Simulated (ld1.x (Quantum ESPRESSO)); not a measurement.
## Logarithmic derivatives: B, PAW

* Element: boron
* Generator: ld1.x (Quantum ESPRESSO) 7.5
* Type: PAW
* Functional: PBE
* Relativity: scalar-relativistic
* Frozen core: [He]
* Valence charge: 3
* Reference configuration: 2s1.75 2p1.25
* Partial waves: 2s (bound): rcut 1.00, rcutus 1.20 bohr; 2s channel at 1.25 Ry: rcut 1.00, rcutus 1.20 bohr; 2p (bound): rcut 1.75, rcutus 2.40 bohr; 2p channel at 0.15 Ry: rcut 1.75, rcutus 2.40 bohr
* Local potential: all-electron potential smoothed inside 1.80 bohr (lloc = -2)
* Core correction: a·sin(br)/r model core, default radius (ld1.x builds one for every PAW set, though the input has nlcc=.false.)
* Augmentation charge: PSQ, inside the norm-conserving radii

The phase is arctan(r·u′/u) with u = r·R(r), unwrapped; energies in Ry, scanned from -3 to 5 Ry. A pole is an energy at which the radial function vanishes at the test radius. The pseudo phase is shifted by a multiple of π to meet the all-electron one at the reference energy, and phase errors are pseudo minus all-electron; the curves can meet again beyond the range given. Levels narrower than the energy grid can be missing from the lists of poles.

```json
{"channel": "s", "radius (bohr)": "2.61", "reference energy (Ry)": "-0.70", "poles, all-electron": "-0.09", "poles, pseudo": "-0.09", "unbroken range about the reference energy with phases within 0.05 rad": "the whole range", "phase error 1 Ry above the reference energy (rad)": "+0.000"}
{"channel": "p", "radius (bohr)": "2.61", "reference energy (Ry)": "-0.27", "poles, all-electron": "0.35", "poles, pseudo": "0.35", "unbroken range about the reference energy with phases within 0.05 rad": "below 1.8", "phase error 1 Ry above the reference energy (rad)": "+0.001"}
```

Phases in the p channel:

```csv
E (Ry),all-electron,pseudo
-3.00,1.335,1.337
-2.76,1.323,1.325
-2.52,1.309,1.311
-2.28,1.292,1.294
-2.04,1.271,1.273
-1.80,1.245,1.246
-1.56,1.209,1.211
-1.32,1.159,1.160
-1.08,1.080,1.081
-0.84,0.935,0.936
-0.60,0.593,0.594
-0.36,-0.322,-0.322
-0.12,-1.137,-1.137
0.12,-1.436,-1.436
0.36,-1.577,-1.577
0.60,-1.667,-1.667
0.84,-1.740,-1.739
1.08,-1.811,-1.807
1.32,-1.891,-1.881
1.56,-1.997,-1.974
1.80,-2.160,-2.103
2.04,-2.448,-2.304
2.28,-2.977,-2.639
2.52,-3.631,-3.147
2.76,-4.055,-3.660
3.00,-4.279,-4.000
3.24,-4.408,-4.200
3.48,-4.490,-4.324
3.72,-4.548,-4.407
3.96,-4.591,-4.466
4.20,-4.626,-4.510
4.44,-4.654,-4.544
4.68,-4.678,-4.571
4.92,-4.700,-4.594
```
